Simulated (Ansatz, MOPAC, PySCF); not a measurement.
Noncovalent pair: NH3 (SMILES N) (first 4 atoms) with H2Se (SMILES [SeH2]); geometry from B3LYP-D3(BJ)/def2-TZVP, rigid monomers moved along the line of their centres of mass till N1···H7 is 3.87 Å.
(charge 0, multiplicity 1):
```json
[
 {"atom": "N", "x (Å)": "-0.0681", "y (Å)": "-0.1982", "z (Å)": "0.0157"},
 {"atom": "H", "x (Å)": "-0.9794", "y (Å)": "-0.3057", "z (Å)": "-0.4151"},
 {"atom": "H", "x (Å)": "0.3835", "y (Å)": "0.6005", "z (Å)": "-0.4148"},
 {"atom": "H", "x (Å)": "0.4788", "y (Å)": "-1.0217", "z (Å)": "-0.2082"},
 {"atom": "Se", "x (Å)": "-0.5199", "y (Å)": "0.4058", "z (Å)": "5.3187"},
 {"atom": "H", "x (Å)": "0.8079", "y (Å)": "1.0255", "z (Å)": "5.4399"},
 {"atom": "H", "x (Å)": "-0.3694", "y (Å)": "0.2531", "z (Å)": "3.8473"}
]
```

Monomers are frozen at their geometry in the pair; levels with a basis set take the counterpoise correction. Rows marked so take none.

Cores are frozen in the correlated methods. Filled d and f shells under p-block atoms count as core. CBS: X⁻³ extrapolation of the correlation energy, Hartree–Fock from the larger set. Rows in 3-21G, 6-31G* carry no dispersion term and start afresh at each structure (6-31G* with six Cartesian d functions); the Pople sets are all-electron and without relativity. MP2/6-31G* freezes PySCF's default core, which leaves 3d correlated. The state that PM6 reach isn't checked.

Codes used: Ansatz (a program for electronic structure) with Gaussian orbitals; MOPAC for PM6 (differences of heats of formation); PySCF for 3-21G rows, 6-31G* rows, the dispersion terms. 

Other levels give for the interaction energy: PBE/def2-TZVPPD -34.7; B3LYP/def2-TZVPPD -25.7; B3LYP-D3(BJ)/def2-TZVPPD -32.6; wB97M-V/def2-TZVPPD -35.6; CCSD(T)/CBS(aug-cc-pVDZ, aug-cc-pVTZ) -36.3 meV.

Question: What do these common cheap choices give for the same quantity: PM6, HF/3-21G (no counterpoise), HF/6-31G*, HF/6-31G* (no counterpoise), B3LYP/3-21G (no counterpoise), B3LYP/6-31G* (no counterpoise), M06-2X/6-31G* (no counterpoise), MP2/6-31G*?

Answer: PM6 -35.7; HF/3-21G (no counterpoise) -34.5; HF/6-31G* -34.5; HF/6-31G* (no counterpoise) -38.8; B3LYP/3-21G (no counterpoise) -36.1; B3LYP/6-31G* (no counterpoise) -39.6; M06-2X/6-31G* (no counterpoise) -46.8; MP2/6-31G* -40.8 meV. They span -46.8 to -34.5 meV.
